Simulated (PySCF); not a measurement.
## How methods differ on the ionisation energy of Dy⁴²⁺

Dy⁴²⁺ [Ar] 3d6 [3d3/2^4 3d5/2^2, M_J = 4] → Dy⁴³⁺ [Ar] 3d5 [3d3/2^4 3d5/2^1, M_J = 5/2], as a difference of total energies. Computed with PySCF 2.14 in an uncontracted even-tempered set (16 s from 9.4 bohr⁻², ratio 2.8; 12 p from 12 bohr⁻², ratio 2.8; 8 d from 12 bohr⁻², ratio 2.8; 3 f from 43 bohr⁻², ratio 3), with the two-component X2C-1e Hamiltonian. Correlated levels: [Ne] frozen; the 74 highest virtual spinors dropped. "Screened" scales the spin-orbit matrix elements by Boettger's factors to mimic the two-electron term; Breit and QED terms are absent.

| method | ionisation energy (eV) |
| --- | --- |
| GHF (spin-free) | 3331.2 |
| GMP2 (spin-free) | 3332.2 |
| GHF (screened spin-orbit) | 3332.3 |
| GMP2 (screened spin-orbit) | 3332.2 |

Breit and QED terms and the two-electron picture change are absent.

The spin-free rows relax to the high-spin LS determinant and lack the spin-orbit shift.

The labels give the starting determinants; with spin-orbit coupling the two ends relaxed to ⟨J²⟩ = 20.01, ⟨L²⟩ = 11.69, ⟨S²⟩ = 3.26 and ⟨J²⟩ = 8.75, ⟨L²⟩ = 5.01, ⟨S²⟩ = 3.36.

For comparison: 3331 ± 4 eV (theoretical estimate listed by NIST; NIST Atomic Spectra Database, ionization energies).
